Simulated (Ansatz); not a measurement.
Cl$_{2}$MoOS, SMILES `[O]=[Mo](=[S])([Cl])[Cl]`. Total charge 0; spin multiplicity 1. Mo takes the def2 core potential.

```tsv
atom	x (Å)	y (Å)	z (Å)
O1	0.0039	-0.1048	1.7455
Mo2	0.0014	-0.0066	0.0901
S3	-1.4020	1.4509	-0.4477
Cl4	2.0230	0.6335	-0.6186
Cl5	-0.6263	-1.9730	-0.7692
```

(1) What are the harmonic wavenumbers in cm⁻¹ at PBE0-D4/def2-TZVP (Ansatz, finite differences of forces, unscaled)? (Best estimate.)

(2) Is this a minimum?

(3) Give the ideal-gas thermochemistry at 298.15 K and 1 bar (rigid rotor, harmonic oscillator; point group Cs, symmetry number 1).

(4) Rotational constants (cm⁻¹)?

## Answers

(1) Computed: 118, 153, 158, 228, 289, 425, 457, 594, 1065.

(2) Yes, all 9 modes are real.

(3) Zero-point energy 20.9 kJ/mol; H(298) − E = 40.4 kJ/mol; entropy 355.4 J/(mol·K), of which translation 175.8, rotation 121.5, vibration 58.1; G(298) − E = -65.6 kJ/mol.

(4) 0.05943, 0.0511, 0.03795.
